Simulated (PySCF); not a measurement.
# `C[C@@H](F)O[C@H]1CO1`, C$_{4}$H$_{7}$FO$_{2}$

Molfile (atoms numbered from 1):
```
C4H7FO2
     RDKit          3D

 14 14  0  0  0  0  0  0  0  0999 V2000
   -2.0669    0.8808    0.1132 C   0  0  0  0  0  0  0  0  0  0  0  0
   -1.0203   -0.0812   -0.3656 C   0  0  1  0  0  0  0  0  0  0  0  0
   -1.1448   -0.2591   -1.7259 F   0  0  0  0  0  0  0  0  0  0  0  0
    0.2314    0.4434   -0.0873 O   0  0  0  0  0  0  0  0  0  0  0  0
    1.2742   -0.4279   -0.3064 C   0  0  1  0  0  0  0  0  0  0  0  0
    2.4027   -0.3660    0.6067 C   0  0  0  0  0  0  0  0  0  0  0  0
    1.4589   -1.4274    0.6508 O   0  0  0  0  0  0  0  0  0  0  0  0
   -1.9090    1.8549   -0.3709 H   0  0  0  0  0  0  0  0  0  0  0  0
   -3.0673    0.5074   -0.1424 H   0  0  0  0  0  0  0  0  0  0  0  0
   -1.9941    1.0071    1.2017 H   0  0  0  0  0  0  0  0  0  0  0  0
   -1.1212   -1.0832    0.0905 H   0  0  0  0  0  0  0  0  0  0  0  0
    1.3810   -0.7493   -1.3509 H   0  0  0  0  0  0  0  0  0  0  0  0
    2.3464    0.3487    1.4365 H   0  0  0  0  0  0  0  0  0  0  0  0
    3.4102   -0.6348    0.2665 H   0  0  0  0  0  0  0  0  0  0  0  0
  1  2  1  0
  2  3  1  0
  2  4  1  0
  4  5  1  0
  5  6  1  0
  6  7  1  0
  7  5  1  0
  1  8  1  0
  1  9  1  0
  1 10  1  0
  2 11  1  1
  5 12  1  6
  6 13  1  0
  6 14  1  0
M  END
```

Level of theory: PySCF, TDDFT CAM-B3LYP/aug-cc-pVDZ circular dichroism and optical rotation, one conformer, gas phase. Geometry: PBE0-D3(BJ)/def2-SVP.

The molecule is flexible and this is one conformer; a measurement averages over conformers.

Draw the ECD and absorption spectra from the lowest 12 states, each a Gaussian of half-width 0.35 eV at 1/e height.


| E (eV) | λ (nm) | Δε (L mol⁻¹ cm⁻¹) | ε (L mol⁻¹ cm⁻¹) |
| --- | --- | --- | --- |
| 7.16 | 173 | +0.21 | 37.9 |
| 7.26 | 171 | +0.68 | 97.8 |
| 7.36 | 169 | +1.75 | 221 |
| 7.46 | 166 | +3.78 | 436 |
| 7.56 | 164 | +6.76 | 752 |
| 7.66 | 162 | +10.00 | 1140 |
| 7.76 | 160 | +12.02 | 1540 |
| 7.86 | 158 | +11.18 | 1890 |
| 7.96 | 156 | +6.75 | 2160 |
| 8.06 | 154 | -0.39 | 2380 |
| 8.16 | 152 | -8.02 | 2630 |
| 8.26 | 150 | -13.71 | 2940 |
| 8.36 | 148 | -16.14 | 3350 |
| 8.46 | 147 | -15.69 | 3860 |
| 8.56 | 145 | -13.92 | 4440 |
| 8.66 | 143 | -12.36 | 4960 |
| 8.76 | 142 | -11.59 | 5190 |

Δε uses R in velocity form, ε uses f in length form. Only the states computed contribute, so the short-wavelength end is incomplete.

The sign of the CD band at 146 nm isn't settled: the length form gives the opposite one.
